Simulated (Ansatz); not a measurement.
```yaml
crystal:
  periodic: [false, false, false]
  atoms:
    - {symbol: Be, position_ang: [-2.108153, 0.503241, -1.188331]}
    - {symbol: Be, position_ang: [-1.432455, 2.025767, 1.198942]}
    - {symbol: Be, position_ang: [0.088703, -0.016495, 0.802907]}
    - {symbol: Be, position_ang: [3.267518, -2.511788, -0.085054]}
    - {symbol: Be, position_ang: [0.235557, -0.092599, -1.375555]}
    - {symbol: O, position_ang: [-1.025023, -0.639981, -0.306613]}
    - {symbol: O, position_ang: [-0.720580, 0.949388, -2.069725]}
    - {symbol: O, position_ang: [-2.372963, 1.606158, 0.007562]}
    - {symbol: O, position_ang: [1.086451, -1.200202, -2.208586]}
    - {symbol: O, position_ang: [2.690958, -1.783707, 1.227285]}
    - {symbol: H, position_ang: [-3.186091, -0.054027, -1.854587]}
    - {symbol: H, position_ang: [-2.488606, 0.906039, 3.230668]}
    - {symbol: H, position_ang: [-1.655304, 3.029095, 2.102081]}
    - {symbol: H, position_ang: [-0.060832, 3.576005, 0.242518]}
    - {symbol: H, position_ang: [0.605194, -0.975756, 1.706826]}
    - {symbol: H, position_ang: [-0.313694, 1.159118, 1.504926]}
    - {symbol: H, position_ang: [2.238518, -2.758398, -1.024340]}
    - {symbol: H, position_ang: [4.592357, -2.824389, -0.148372]}
    - {symbol: H, position_ang: [1.077570, 0.384531, -0.252813]}
    - {symbol: H, position_ang: [-1.362158, -1.546298, -0.201724]}
    - {symbol: H, position_ang: [-0.723259, 1.349364, -2.949667]}
    - {symbol: H, position_ang: [0.101609, 3.105383, -0.348069]}
    - {symbol: H, position_ang: [-3.223365, 2.075081, -0.038189]}
    - {symbol: H, position_ang: [-2.707371, 0.166547, 3.238535]}
    - {symbol: H, position_ang: [1.683478, -1.906339, -1.646948]}
    - {symbol: H, position_ang: [0.687783, -1.662902, -2.969171]}
    - {symbol: H, position_ang: [1.709249, -1.367912, 1.401178]}
    - {symbol: H, position_ang: [3.292505, -1.533622, 1.951913]}
basis:
  gaussian: {orbitals: def2-TZVPD}
total_charge: -1
magnetization: {spin_polarized: true, initial_magnetization: 1}
hamiltonian: {xc: pbe0, dispersion: d4}
scf: {omitted_lower_state_checks: [starts]}
output: {orbitals: {seedname: orbitals}}
```

```sh
$ ansatz run in.yaml --threads 4 --pin off --events-out ev --progress --plain --max-ram 4787MiB
```

(1) Does this run fit into the memory that it is given?

## Answers

(1) No. It has 472 basis functions, and Ansatz plans for 7 GiB where 5 GiB are given.
